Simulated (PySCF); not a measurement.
# Ge²⁺ (germanium, charge +2) across methods

[Ar] 3d10 4s2, closed-shell 1S. Computed with PySCF 2.14 in aug-cc-pwCVTZ-PP with ECP10MDF, with a scalar-relativistic core potential.

```
 method  E (hartree)  mean ε 3p (eV)  mean ε 3d (eV)  mean ε 4s (eV)  Σ⟨r²⟩ (bohr²)   ⟨S²⟩
wB97M-V    -293.4921         -145.14         -55.495         -32.704          19.23  0.000
   PBE0    -293.6309         -142.21         -53.303         -30.212          19.19  0.000
 PBEsol    -293.3625         -134.72         -49.464         -29.214          19.17  0.000
    PBE    -293.6774         -134.86         -49.492         -29.167          19.19  0.000
   PW91    -293.7855         -134.99         -49.611         -29.289          19.17  0.000
 r2SCAN    -293.5385         -139.13         -50.030         -29.543          19.13  0.000
    LDA    -293.1996         -134.84         -49.707         -29.595          19.15  0.000
  TPSSh    -293.5902         -138.43         -51.067         -29.497          19.19  0.000
    UHF   -292.52039         -163.15         -63.586         -32.443          19.40  0.000
```

Energies and moments cover only the electrons outside the core potential.
